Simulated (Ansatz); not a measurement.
YF₃, relaxed as a singlet with RKS PBE-D4/def2-TZVP in Ansatz, starting from the GFN2-xTB geometry. Force threshold 0.02 eV/Å.

In the def2 sets Y takes a core potential; there is no spin–orbit coupling. The structure comes from a short search, and lower isomers may exist.

Start:

Cartesian coordinates in Å:
```
Y 1.5687 0.2585 0.7266
F -0.7945 -0.1400 -0.3753
F 0.3524 -0.0597 -1.8490
F -1.1265 -0.0588 1.4977
```

Question: Estimate the energy that the relaxation releases and the steps that it takes.

Answer: 11.90 eV, in 14 steps; 20 s on 4 threads of Intel Xeon on a shared host. The force fell under the threshold at step 12, but the optimiser went on. No frequencies were taken in this run, so the end may be a saddle point.

Question: Does the start keep its bonding and symmetry?

Answer: By distances, no bond broke or formed. The bond that changes most is Y1–F3, from 2.87 to 2.01 Å (atoms count from 1). A close non-bonded pair moves further: F2–F3, from 1.87 to 3.47 Å. The end is the same structure that another start reached, the lowest one found. Point group Cs at the start, C3v at the end, both within 0.05 Å.

Question: Predict the relaxed structure.

Answer: 
```xyz
4

Y     0.0161   -0.0902    0.0071
F    -1.8079   -0.3670   -0.7877
F     1.5896    0.2274   -1.2008
F     0.2022    0.2298    1.9814
```
Bond lengths: 3 × F–Y 2.01 Å.
